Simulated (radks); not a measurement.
The numbers below are computed, except where a source is named.
Coherent X-ray form factor from a spherical all-electron density. Level of theory: non-relativistic Kohn-Sham, PBEsol, spin-polarised, spherical densities, point nucleus (a radial shooting solver on a logarithmic mesh with Libxc functionals).

sin(theta)/lambda (1/angstrom)  f0 (electrons)
0.05                                    35.520
0.1                                     34.182
0.15                                    32.251
0.2                                     30.044
0.25                                    27.833
0.3                                     25.790
0.4                                     22.414
0.5                                     19.803
0.6                                     17.600
0.8                                     13.766
1                                       10.700
1.25                                     8.138
1.5                                      6.682
2                                        5.229

The species is in the configuration that NIST lists as its ground one. Which atom or ion scatters so?

Answer. The strontium ion Sr2+, [Kr]. Extrapolating in s^2 from the first two rows gives f0(0) = 36.0, near the electron count 36; among species with that count, the fall with angle is slower the higher Z, and the table is that of Z = 38; from so few rows the species is fixed only to a neighbour or two.
